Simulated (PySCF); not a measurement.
# Correlation energy of Ca (calcium, neutral)

[Ar] 3d2, high-spin 3F determinant (an excited configuration). All numbers are calculated (PySCF 2.14, scalar relativity by spin-free X2C-1e, in x2c-TZVPPall with one added diffuse shell each of s, p, d type (7s6p4d, 45 functions)). Frozen: [Ar]; 2 electrons correlated.

With two correlated electrons CCSD is exact within the correlated space (frozen core and kept virtual orbitals).

| level | correlation energy (mhartree) |
| --- | --- |
| CCSD | -12.43 |

Diagnostics: T1 = 0.057, D1 = 0.0805, largest double amplitude 0.192.

T1 exceeds 0.03, a sign that the reference determinant is poor. A double-excitation amplitude exceeds 0.15, a sign of near-degeneracy.

Cost of the coupled-cluster step: roughly 0.5 core-seconds, for 2 correlated electrons.
